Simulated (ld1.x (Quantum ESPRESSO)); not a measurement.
# Before and after: PAW potential for boron

ld1.x (Quantum ESPRESSO) 7.5 input, shortened:

```
&input
   title='B', zed=5., rel=0, dft='BLYP', iswitch=3,
   config='[He] 2s2 2p1 3d-2'
 /
 &inputp
   pseudotype=3, lpaw=.true., tm=.true., lloc=-2, rcloc=1.20,
   nlcc=.true., new_core_ps=.true.,
   which_augfun='GAUSS', rmatch_augfun=1.10
 /
6
2S  1  0   2.00   0.00  1.00  1.20  0.0
2S  1  0   0.00   1.15  1.00  1.20  0.0
2P  2  1   1.00   0.00  2.05  2.70  0.0
2P  2  1   0.00   4.10  2.05  2.70  0.0
3D  3  2  -2.00   0.40  2.10  2.80  0.0
3D  3  2  -2.00   1.50  2.10  2.80  0.0
 &test
   configts(1)='2s2 2p1'
 /
```

All-electron outer shells of the reference configuration (BLYP, non-relativistic, ld1.x):

| shell | level (eV) | outermost node (bohr) | outermost maximum (bohr) |
| --- | --- | --- | --- |
| 2s | -9.30 | 0.46 | 1.50 |
| 2p | -3.54 | – | 1.55 |

Change: waves 2s (bound): rcut 1.00, rcutus 1.08 bohr; 2s channel at 1.15 Ry: rcut 1.00, rcutus 1.08 bohr.

Cutoffs: the cutoffs (Ry, on a coarse ladder) from which the occupation-weighted sum of valence levels, in a spherical-Bessel basis at the reference potential, stays within 10 and 1 mRy of its value at 400 Ry; they do not see the model core or the augmentation charge, which bear on the density cutoff. Errors are all-electron minus pseudo energies relative to the spin-unpolarised reference configuration.

What does the change do?

The potential gets harder (18 Ry and 30 Ry → 25 Ry and 35 Ry); the number of tests that count goes from 7 to 6; of the 6 tests that both files solve, the error grows in 4 and shrinks in 0 by more than 15 % and 0.3 meV (median size 2.3 → 9.2 meV); neither file shows a bound ghost at the reference potential, the only one tested. A smaller radius makes the pseudo-wave follow the all-electron one further in, where it bends more sharply, so more plane waves are needed. That the errors move this way runs against the usual rule that smaller radii transfer better.

```csv
quantity,base,changed
"cutoff, loose",18 Ry,25 Ry
"cutoff, tight",30 Ry,35 Ry
loose cutoff by channel (10 mRy a level),"s 15 Ry, p 8 Ry","s 18 Ry, p 8 Ry"
bound ghosts,none,none
"tests counted (converged, no solver errors)",7 of 7,6 of 7
"error for 2s2 2p0, meV [ΔE 8.18 eV]",+12,+98
"error for 2s1 2p0, meV [ΔE 33.52 eV]",+3.7,+50
"error for 2s2 2p0.5, meV [ΔE 2.86 eV]",+0.8,+4.9
"error for 2s2 2p1.3, meV [ΔE -0.72 eV]",0.0,+0.2
"error for 2s0 2p3, meV [ΔE 11.58 eV]",-1.2,-1.1
"error for 2s1 2p1, meV [ΔE 14.22 eV]",+3.4,+14
s: phases at 3.03 bohr within 0.05 rad from the reference energy up to (Ry; the scan ends near 5),to the end of the scan,4.1
p: phases at 3.03 bohr within 0.05 rad from the reference energy up to (Ry; the scan ends near 5),to the end of the scan,to the end of the scan
d: phases at 3.03 bohr within 0.05 rad from the reference energy up to (Ry; the scan ends near 5),2.3,2.3
lowest overlap eigenvalue by channel,"s 0.57, p 0.80, d 0.90","s 0.65, p 0.80, d 0.90"
```

Changed file: Tests not counted: 2s1 2p2 (solver errors, printed error -60.3 eV).
